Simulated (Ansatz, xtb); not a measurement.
Relative energy of two isomers of C7H10O

We compare a, `CO[C@@H]1C=CC=CC1`, a singlet, with b, `CC1=C(C)OCC=C1`, a singlet. Both are isolated molecules in the gas phase, relaxed with r2SCAN-D4/def2-SVP; the shapes shown needn't be the lowest conformers.

a (Å):

```xyz
18

C    -2.4059   -2.5803    0.1575
C    -1.1432   -0.5828    0.0379
C    -0.5929    0.3611   -0.9962
C     0.2777    1.3267   -0.6420
C     0.7747    1.4096    0.7315
C     0.6002    0.3759    1.5805
C    -0.1009   -0.8755    1.1223
O    -1.5922   -1.7479   -0.6252
H    -2.8111   -3.3603   -0.5031
H    -1.8519   -3.0779    0.9777
H    -3.2530   -2.0209    0.6059
H    -2.0205   -0.0807    0.5212
H    -0.9924    0.2688   -2.0109
H     0.6231    2.0612   -1.3765
H     1.3314    2.2990    1.0434
H     1.0332    0.4002    2.5860
H    -0.5639   -1.3978    1.9744
H     0.6472   -1.5763    0.6918
```

b (Å):

```xyz
18

C    -1.4482   -2.3801   -0.3420
C    -0.8177   -1.1870    0.3168
C    -0.6227    0.0213   -0.2903
C    -0.8546    0.3808   -1.7188
C    -0.2205    1.0636    1.7976
C     0.1196   -0.2745    2.3772
C    -0.2402   -1.3492    1.6478
O    -0.0493    1.0630    0.3765
H    -2.2936   -2.7600    0.2574
H    -0.7279   -3.2127   -0.4334
H    -1.8348   -2.1603   -1.3459
H    -1.6493    1.1405   -1.8100
H    -1.1163   -0.4847   -2.3381
H     0.0644    0.8399   -2.1190
H    -1.2777    1.3396    2.0194
H     0.4248    1.8701    2.1746
H     0.6218   -0.3531    3.3456
H    -0.0562   -2.3673    2.0101
```

Quicker runs give these differences E(b) − E(a): GFN2-xTB −54.4 kJ/mol; HF/STO-3G −47.9 kJ/mol (at GFN2-xTB geometries); r2SCAN-D4/def2-SVP//GFN2-xTB −47.2 kJ/mol.

Problem. Estimate E(b) − E(a) at the level CCSD(T)/def2-SVP + ΔMP2/def2-TZVPP.

Solution. Calculated at CCSD(T)/def2-SVP + ΔMP2/def2-TZVPP: E(b) − E(a) = −37.3 kJ/mol, so structure b lies lower.

How the difference moves with the method:

| level | geometry | E(b) − E(a) (kJ/mol) | departure from the last row (kJ/mol) | job, with rough time for the two |
| --- | --- | --- | --- | --- |
| GFN2-xTB | GFN2-xTB | −54.4 | −17.1 | optimisation, 0.25 s |
| HF/STO-3G | GFN2-xTB | −47.9 | −10.6 | single point, 0.5 s |
| r2SCAN-D4/def2-SVP//GFN2-xTB | GFN2-xTB | −47.2 | −9.9 | single point, 4.8 s |
| r2SCAN-D4/def2-SVP | r2SCAN-D4/def2-SVP | −52.8 | −15.5 | optimisation, 79 s |
| HF/def2-SVP | r2SCAN-D4/def2-SVP | −32.5 | +4.8 | part of the CCSD(T) run |
| MP2/def2-SVP | r2SCAN-D4/def2-SVP | −47.0 | −9.7 | part of the CCSD(T) run |
| CCSD(T)/def2-SVP | r2SCAN-D4/def2-SVP | −40.4 | −3.1 | single point |
| CCSD(T)/def2-SVP + ΔMP2/def2-TZVPP | r2SCAN-D4/def2-SVP | −37.3 |  | single point, 2.3 min |

As drawn, both hold the same kinds of bond in the same numbers. Structure a has 1 methyl group, b 2.

None of the levels shown reverses the order. The largest departure from CCSD(T)/def2-SVP + ΔMP2/def2-TZVPP is that of GFN2-xTB, 17.1 kJ/mol. The last row adds to CCSD(T) the change of the MP2 difference between the two basis sets, here +3.1 kJ/mol.

With thermal terms from frequencies at re-optimised GFN2-xTB minima (ideal gas, soft modes damped towards free rotors, one conformer each, 298.15 K, 1 atm): on the last row, ΔE + ΔZPE = −38.2, ΔH = −36.5, ΔG = −40.1 kJ/mol.

The correlated steps freeze 8 core orbitals. Mirror images aren't counted in ΔG. Codes used: Ansatz 0.2.0, xtb 6.7.1; the last row on 4 threads of Arm Neoverse V1 on a shared host.
